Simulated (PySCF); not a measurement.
A geometry optimisation on [ReO4]- (`[O]=[Re-](=[O])(=[O])=[O]`).

Computed with PBE0-D3(BJ)/def2-SVP geometry optimisation, gas phase, def2 core potentials past Kr (PySCF 2.14.0). Start geometry: GFN2-xTB. The input is one job of a driver script: a line of settings, then coordinates in Å.

Input:
```
{"job": {"xc": "PBE0", "basis": "def2-SVP", "d3": "d3bj", "grid": 1, "maxiter": 30, "shake": 0.03, "kind": "geom"}, "charge": -1, "multiplicity": 1}
Re     0.061200    -0.076620     0.012520
O     -0.006800    -0.031000     1.686250
O      1.531990     0.003100    -0.599840
O     -0.705460     1.392600    -0.555700
O     -0.806090    -1.398550    -0.605340
```

Output:
```
step   0  E = -378.81608215  max force = 0.189049
step   1  E = -378.84349597  max force = 0.043266
step   2  E = -378.84771348  max force = 0.023658
step   3  E = -378.84806032  max force = 0.007128
step   4  E = -378.84813057  max force = 0.001052
step   5  E = -378.84813296  max force = 0.000400
optimisation converged
```

Energies in Eh; «max force» is the largest Cartesian gradient component in Eh/bohr.

Task: How much energy does the optimisation release, in eV?

Result: E(step 0) − E(last step) = 0.032051 Eh, which is 0.872 eV.

Task: Give the first gradient maximum in eV/Å.

Result: With 1 Eh/bohr = 51.422 eV/Å, 9.721 eV/Å.

In short: final energy -378.84813 Eh after 5 steps.

Task: Give the final coordinates.

Result: 0.075 Å rms from the input after alignment:
```
atom  x, y, z in Å
Re1    0.0143   -0.0221   -0.0124
O2     0.0288   -0.0404    1.7166
O3     1.6400   -0.0421   -0.6008
O4    -0.7818    1.4092   -0.5679
O5    -0.8264   -1.4151   -0.5976
```

Task: Estimate the wall time. Hardware: one thread of an Arm Neoverse V1, shared host. And the peak memory of the process?

Result: About 24 s, with 0.34 GiB resident at the peak, the Python interpreter and its libraries included.
Labels such as C1 count atoms from 1, the log's own numbers from 0.
